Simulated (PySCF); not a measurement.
Sn(H)(Br)(NH2)2 (BrH5N2Sn), SMILES [Br][SnH]([NH2])[NH2].

Coordinates come from a B3LYP-D3(BJ)/def2-SVP optimisation. The def2 effective core potentials stand for the cores of Sn; spin–orbit coupling is left out. Other conformers were not sampled.

Two levels are set side by side: TDDFT-PBE/def2-SVPD (PySCF) and TDDFT-M06-2X/def2-SVPD (PySCF). Vertical, same geometry. The lowest singlet is HOMO→LUMO 87 % with PBE and HOMO→LUMO 81 % with the other functional; states are paired by order. Differences are taken from unrounded values.

| quantity | TDDFT-M06-2X |
|---|---|
| lowest singlet excitation (eV) | 5.81 |
| lowest triplet excitation (TDA) (eV) | 5.18 |
| first bright state (f over 0.05) (eV) | 5.81 |
| its oscillator strength | 0.07 |

Problem. What does TDDFT-PBE give, and how far is it from TDDFT-M06-2X? (The exact figures need the calculation; the answer reports its results.)

Solution. 
```
quantity                               TDDFT-PBE  TDDFT-PBE minus TDDFT-M06-2X
-------------------------------------  ---------  ----------------------------
lowest singlet excitation (eV)              4.51                         -1.30
lowest triplet excitation (TDA) (eV)        3.94                         -1.24
first bright state (f over 0.05) (eV)       4.71                         -1.10
its oscillator strength                     0.09                          0.02
```

Functionals without exact exchange tend to place singlet excitations lower, as here. Differences between two approximate levels are no errors against the true value.

Rough cost on one machine, each run with all the roots and properties that it gave: TDDFT-M06-2X against TDDFT-PBE about 10 times.
